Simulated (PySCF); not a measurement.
Zn(iPr)(OH) (C₃H₈OZn), SMILES C[CH](C)[Zn][OH]. Heavy atoms are numbered as in [Zn:1]([CH:2]([CH3:3])[CH3:4])[OH:12]. Hydrogens are named by the atom that carries them.

Geometry: B3LYP-D3(BJ)/def2-SVP. The structure was generated by enumeration; whether it is a known compound was not checked. Other conformers were not sampled.

These are HF/pcSseg-1 (PySCF) values and carry that method's errors.

GIAO shieldings, no solvent; atoms alike by connectivity are averaged. δ = σ(ref) − σ: ¹³C against TMS (σ = 192.6 ppm); ¹H against TMS (σ = 31.99 ppm); ¹⁷O against H2O (σ = 333.0 ppm), references at their B3LYP-D3(BJ)/def2-TZVP geometries, non-relativistic.

```csv
nucleus,atoms,count,δ (ppm)
¹³C,C3 (CH3),2,24.2
¹³C,C2 (CH),1,5.8
¹H,H on C3,6,1.62
¹H,H on C2,1,0.55
¹H,H on O12,1,0.07
¹⁷O,O12 (OH),1,-42.7
```
